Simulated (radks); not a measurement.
Values are calculated unless marked as measured or tabulated.
Problem. Species: Sn4+. Configuration: [Ar] 3d10 4s1.75 4p6 4d10 4f0.25 (fractional occupations, a model configuration). Level of theory: Dirac Kohn-Sham, BLYP, spin-unpolarised, spherical densities, point nucleus; open shells fill j = l - 1/2 first (a radial shooting solver on a logarithmic mesh with Libxc functionals).

Spin-orbit splittings of the eigenvalues, e(l+1/2) - e(l-1/2), with zeta = 2 splitting/(2l+1) and mean radii in bohr:

shell  occ.  splitting (eV)  zeta (eV)  <r> j=l-1/2  <r> j=l+1/2
2p        6           230.8      153.9       0.1058       0.1112
3p        6           42.14      28.09       0.3299       0.3411
3d       10               ?          ?       0.3125       0.3160
4p        6           7.684      5.123       0.8608       0.8897
4d       10           1.101     0.4405        1.055        1.067
4f     0.25         0.01220   0.003485        2.859        2.863

Estimate the 3d splitting.

Solution. 8.701 eV (zeta = 3.480 eV).
